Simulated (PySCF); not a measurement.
**From computed data to an observable: oscillator strength and radiative lifetime**

1,5-cyclooctadiene (C₈H₁₂), SMILES C1=CCCC=CCC1.

The structure is a stationary point at PBE0-D3(BJ)/def2-SVP. Other conformers were not sampled.

TDA-CAM-B3LYP/def2-SVPD (PySCF 2.14.0) puts the first singlet state with f over 0.02 at 6.88 eV (vertical), with the transition dipole (0.313, -0.465, 0.000) in atomic units.

Task: Find the oscillator strength, the wavelength and the radiative lifetime that this transition would have in vacuum if emission retraced absorption.

Result: 
|μ|² = 0.3142 au, so |μ| = 1.42 D. ΔE = 6.88/27.211 = 0.2528 hartree. f = (2/3) ΔE |μ|² = 0.053 (the program prints 0.053).
λ = 1239.84/6.88 = 180 nm; ν = 55491 cm⁻¹.
Einstein's coefficient A = 0.6670 ν² f s⁻¹ (ν in cm⁻¹) = 1.1e8 s⁻¹, so τ = 1/A = 9.2 ns. This state is S3; the lower singlets have f = 0.000, 0.000. The figure is the radiative limit of this one transition; relaxation, internal conversion, crossing to triplets and a medium change what is measured.
